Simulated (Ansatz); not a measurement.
Consider the cleavage of the Si–B bond: `N[SiH2]B(O)Cl` + `[SiH3][SeH]` → `N[SiH2][Se][SiH3]` + `OBCl`.

Isolated molecules relaxed with PBE0-D4/def2-TZVP in Ansatz; ΔE leaves out vibrations. CBS: MP2 limit from def2 TZ/QZ plus the TZ coupled-cluster correction, frozen cores. This one scheme is used for every species. DFT in def2-TZVPP. B3LYP here is the variant with VWN-RPA as its local correlation; programs differ in this. For Se outer-core shells are correlated without core-valence functions, which leaves a few kJ/mol of doubt a bond. Scalar relativity is left out up to krypton. One conformer a species, not always the lowest.

Question: Is it downhill or uphill in electronic energy at CCSD(T)/CBS, and by how much? (An estimate is asked.)

Answer: Computed: Downhill: ΔE = -105.7 kJ/mol.

Question: What do these levels give: r2SCAN-D4, PBE, B3LYP, SCS-MP2/def2-TZVPP, HF/CBS(def2), MP2/CBS(def2)? (An estimate is asked.)

Answer: Computed: r2SCAN-D4 -104.2, PBE -95.3, B3LYP -96.7, SCS-MP2/def2-TZVPP -108.4, HF/CBS(def2) -104.7, MP2/CBS(def2) -117.5 kJ/mol.

Largest T1 diagnostic among the species: 0.012.

From PBE to PBE0 (25 % exact exchange), in def2-TZVPP and without D4, ΔE moves by −4.4 kJ/mol. The D4 term adds −5.1 kJ/mol with B3LYP and −2.7 kJ/mol with PBE0; it sums over pairs of atoms, weighted by their polarisabilities, and B3LYP, whose exchange is more repulsive, gets the larger term.
